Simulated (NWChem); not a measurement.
System: C₂H₄N₃ cation; SMILES c1n[nH]c[nH+]1

The following NWChem deck was run.

```
start job
memory heap 200 mb stack 700 mb global 900 mb
charge 1
geometry units angstroms noautosym nocenter noautoz
  C     -1.046681     0.457841     0.000000
  N     -0.880045    -0.831672     0.000000
  N      0.446156    -0.999234     0.000000
  C      1.106100     0.144947     0.000000
  N      0.166890     1.092368     0.000000
  H     -2.009294     0.968983     0.000000
  H      0.840076    -1.941207     0.000000
  H      2.187379     0.284209     0.000000
  H      0.333446     2.098377     0.000000
end
basis spherical
  C library def2-svp
  N library def2-svp
  H library def2-svp
end
dft
  xc m06-2x
  iterations 150
end
cosmo
  do_cosmo_smd true
  solvent water
end
task dft energy
```

Structure relaxed at the PBE0/def2-SVP level. Solvent: water.

Level: M06-2X/def2-SVP with SMD (1 M gas to 1 M solution), gas-phase geometry. Reactions with the solvent are ignored.

Q: Predict the main results of this run. (M06-2X/def2-SVP, SMD on the gas-phase geometry.) Quantities: solvation free energy (kcal/mol); cavity-dispersion-structure term (kcal/mol).

A: The solvation free energy (kcal/mol) is -68.8 and the cavity-dispersion-structure term (kcal/mol) comes out as 3.1.
